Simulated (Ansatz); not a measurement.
Ansatz results at the PBE0-D4/def2-TZVP geometry: zero-point energy (PBE0-D4/def2-TZVP) 175.6 kJ/mol; ideal-gas entropy at 298 K and 1 bar (rigid rotor, harmonic PBE0-D4/def2-TZVP) 341 J/(mol·K); size of the dipole moment (ωB97M-V/def2-TZVPP) 0.48 D.

Each molecule was computed in one conformer, which needn't be the lowest.

Problem. Which molecule gave them?
A. `N#[C][GeH][Cl]`•
B. `[OH][SnH][F]`•
C. `C[O][Al][NH2]`•
D. `C#C[Si](F)F`•

Solution. C. The others give `C#C[Si](F)F`•: 65.2, 324, 2.21; `N#[C][GeH][Cl]`•: 43.4, 325, 3.39; `[OH][SnH][F]`•: 53.7, 310, 1.99.
